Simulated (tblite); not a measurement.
Species: C4H14SSi3.
SMILES with atom numbers: `[CH3:1]/[CH:2]=[CH:3]\[CH2:4][SiH2:5][S:6][SiH2:7][SiH3:8]` (hydrogens: H9, H10, H11 on C1; H12 on C2; H13 on C3; H14, H15 on C4; H16, H17 on Si5; H18, H19 on Si7; H20, H21, H22 on Si8)

Computed geometry: GFN2-xTB, gas phase.

Task: List the bond lengths, angles and torsions at this level.

Result: 
```csv
bond,length (bohr),order
C1–C2,2.829,single
C2=C3,2.505,double
C3–C4,2.813,single
C4–Si5,3.586,single
Si5–S6,4.052,single
S6–Si7,4.083,single
Si7–Si8,4.363,single
"C1–H9, C1–H10, C1–H11",2.057,single
C2–H12,2.044,single
C3–H13,2.044,single
"C4–H14, C4–H15",2.060,single
"Si5–H16, Si5–H17",2.761,single
"Si7–H18, Si7–H19",2.768,single
"Si8–H20, Si8–H21, Si8–H22",2.768,single
```

Bonds in one row agree within 0.02 bohr and their mean is given. Orders are formal, as drawn. A selection of angles:
```csv
angle,degrees
C2–C1–H9,110.6
H9–C1–H10,108.1
H10–C1–H11,108.7
C1–C2–C3,124.7
C1–C2–H12,116.1
C3–C2–H12,119.2
C2–C3–C4,125.2
C2–C3–H13,119.3
C4–C3–H13,115.4
C3–C4–Si5,109.9
C3–C4–H14,110.8
C3–C4–H15,109.8
Si5–C4–H14,109.9
H14–C4–H15,107.2
C4–Si5–S6,106.0
C4–Si5–H16,112.7
C4–Si5–H17,112.0
S6–Si5–H16,108.0
H16–Si5–H17,109.7
Si5–S6–Si7,104.0
S6–Si7–Si8,107.2
S6–Si7–H18,105.1
Si8–Si7–H18,116.5
Si8–Si7–H19,116.5
H18–Si7–H19,105.3
Si7–Si8–H20,109.3
Si7–Si8–H21,111.7
Si7–Si8–H22,114.0
H20–Si8–H21,106.6
```

Dihedral angles: C1–C2–C3–C4 1° (synperiplanar); C2–C3–C4–Si5 93° (anticlinal); C3–C4–Si5–S6 -177° (antiperiplanar); C4–Si5–S6–Si7 180° (antiperiplanar); Si5–S6–Si7–Si8 177° (antiperiplanar). The mirror-image conformer, all signs reversed, is as good.

Of the pairs four or more bonds apart, C1···H14 is among the closest relative to their van der Waals radii: 2.70 Å, 93 % of the sum of Bondi's values. The C–C distances run from 1.325 Å (C2=C3, drawn double) to 1.497 Å (C1–C2, drawn single), a spread of 0.172 Å. Si7 (SiH2 silicon) is distorted tetrahedral (angles from 105.1° to 116.5°). Si5 (SiH2 silicon) is tetrahedral (angles from 106.0° to 112.7°). Si8 (SiH3 silicon) is distorted tetrahedral (angles from 106.6° to 114.0°).

Point group: C1 (no symmetry element, even within 0.4 Å). GFN2-xTB frequencies show an imaginary mode (41i cm⁻¹), so the point is no minimum at that level.

On one thread of an Intel Xeon at 2.50 GHz, on a shared host, this took 6.3 s. These figures are those of the optimisation.
